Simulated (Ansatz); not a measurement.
`[SiH3][O][GaH2]` + `O[PH][SbH2]` → `OP[SiH3]` + `[GaH2][O][SbH2]`  (redistribution)

Gas-phase electronic energies from Ansatz, PBE0-D4/def2-TZVP geometries. CBS: MP2 limit from def2 TZ/QZ plus the TZ coupled-cluster correction, frozen cores. DFT in def2-TZVPP. Elements past krypton have def2 core potentials. For Ga, Sb outer-core shells are correlated without core-valence functions, which leaves a few kJ/mol of doubt a bond. Scalar relativity is left out up to krypton. One conformer a species, not always the lowest.

Problem. Is it downhill or uphill in electronic energy at CCSD(T)/CBS, and by how much? (Best estimate.)

Solution. Ansatz gave: Uphill: ΔE = +119.9 kJ/mol.

Problem. What do these levels give: PBE-D4, PBE0-D4, r2SCAN0-D4, ωB97X-V, PBE-QIDH, PBE, BLYP, PBE0, CAM-B3LYP, HF/def2-SVP, SCS-MP2/def2-TZVPP, CCSD/CBS(def2)? (Best estimate.)

Solution. Computed: PBE-D4 110.0, PBE0-D4 119.3, r2SCAN0-D4 127.9, ωB97X-V 114.5, PBE-QIDH 125.5, PBE 109.9, BLYP 113.2, PBE0 119.2, CAM-B3LYP 121.3, HF/def2-SVP 133.1, SCS-MP2/def2-TZVPP 125.0, CCSD/CBS(def2) 122.4 kJ/mol.

Problem. What do rigid-rotor, harmonic-oscillator terms from PBE0-D4/def2-TZVP frequencies (298.15 K, 1 bar) make of the CCSD(T)/CBS value? (Best estimate.)

Solution. Computed: ΔZPE = -3.2 kJ/mol, ΔH = +117.2 kJ/mol, ΔS = 4 J/(mol·K), ΔG = +116.0 kJ/mol. Modes under 50 cm⁻¹ make the entropy rough.

Largest T1 diagnostic among the species: 0.016.

Leaving LDA and LC-ωPBE aside and taking each functional with its dispersion term where it has one, the values, not all of them listed here, spread over 21.5 kJ/mol, from B97M-V to BHLYP-D4. LDA lies +8.2 kJ/mol from PBE without D4. From r2SCAN to r2SCAN0 (25 % exact exchange), in def2-TZVPP and without D4, ΔE moves by +7.9 kJ/mol. In def2-TZVPP, CCSD(T) changes the Hartree–Fock value by −13.1 kJ/mol (the triples alone add −2.5 kJ/mol) and MP2 by −6.1 kJ/mol.
